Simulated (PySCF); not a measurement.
A PySCF script (with the pyscf-properties extension) for the NMR shieldings of SMILES P1[SiH](C([SiH2]Cl)(Cl)Cl)P[SiH2]1, CH7Cl3P2Si3, on a GFN2-xTB geometry:

```python
import basis_set_exchange as bse
import numpy as np
from pyscf import gto, dft
from pyscf.prop import nmr

atoms = """
Cl   -3.409843    1.318039   -1.135678
Si   -2.883688    0.020256    0.289062
C    -1.249265   -0.790543   -0.303477
Cl   -0.618265   -1.793056    1.034310
Cl   -1.612356   -1.856284   -1.690754
Si    0.241109    0.302179   -0.822112
P     0.839274    1.402953    1.062273
Si    2.604415   -0.028552    0.968692
P     1.976253   -1.140371   -0.909535
H    -2.603641    0.721625    1.533343
H    -3.862491   -1.049308    0.411731
H    -0.088941    1.087292   -2.013025
H     1.470327    2.432361    0.389907
H     3.885119    0.664409    0.825012
H     2.577926   -0.920672    2.124815
H     2.726468   -0.361386   -1.775975
"""
names = dict.fromkeys(["Cl", "Si", "C", "P", "H"], "pcSseg-1")
basis = {el: gto.basis.parse(bse.get_basis(n, elements=[el], fmt="nwchem")) for el, n in names.items()}
mol = gto.M(atom=atoms, basis=basis, charge=0, verbose=0)
mf = dft.RKS(mol, xc="PBE0")
mf.grids.level = 2
mf.grids.alignment = dft.numint.BLKSIZE   # the property module wants whole blocks of grid points
mf.conv_tol = 1e-9
mf.kernel()

calc = nmr.RKS(mf)   # GIAO
C = mf.mo_coeff
Co = C[:, mf.mo_occ > 0]
resp = mf.gen_response(singlet=True, hermi=2)
def vind(x):   # induced exchange potential for any number of trial vectors
    d = np.einsum("pi,xij,qj->xpq", C, 2 * x.reshape(-1, C.shape[1], Co.shape[1]), Co, optimize=True)
    return np.einsum("xpq,pi,qj->xij", resp(d - d.transpose(0, 2, 1)), C, Co, optimize=True).ravel()
mo1, _ = nmr.rhf.solve_mo1(calc, with_cphf=vind)
sigma = calc.kernel(mo1)
for i, s in enumerate(sigma):   # ppm
    w = np.linalg.eigvalsh((s + s.T) / 2)
    print("%2d %-2s iso %8.1f  s11 %8.1f  s22 %8.1f  s33 %8.1f" % (i, mol.atom_pure_symbol(i), w.mean(), *w))
```

Task: What are the results?

Result: 
```
 0 Cl iso    985.6  s11    910.3  s22    996.7  s33   1049.7
 1 Si iso    368.1  s11    344.8  s22    359.9  s33    399.6
 2 C  iso    109.3  s11     70.8  s22    125.4  s33    131.9
 3 Cl iso    733.4  s11    460.4  s22    763.1  s33    976.7
 4 Cl iso    712.4  s11    433.3  s22    713.9  s33    990.2
 5 Si iso    353.0  s11    283.0  s22    349.5  s33    426.4
 6 P  iso    548.8  s11    395.1  s22    612.6  s33    638.6
 7 Si iso    414.6  s11    377.1  s22    428.8  s33    437.8
 8 P  iso    542.4  s11    368.6  s22    621.4  s33    637.2
 9 H  iso     26.2  s11     22.4  s22     25.7  s33     30.6
10 H  iso     26.6  s11     22.1  s22     25.6  s33     32.2
11 H  iso     26.1  s11     21.3  s22     26.6  s33     30.4
12 H  iso     29.2  s11     25.5  s22     26.8  s33     35.3
13 H  iso     26.6  s11     23.4  s22     24.0  s33     32.5
14 H  iso     27.0  s11     23.8  s22     24.7  s33     32.5
15 H  iso     28.9  s11     25.2  s22     26.4  s33     35.2
```

These numbers come from an equivalent density-fitted implementation of the same equations, which agrees with the script to about 0.01 ppm for H and up to a few tenths of a ppm for heavy atoms, so last digits may differ.

Size and cost of the density-fitted run: 244 basis functions, 2.3 min wall time on 1 thread of an Arm Neoverse N1, shared host; peak memory 1.1 GiB.
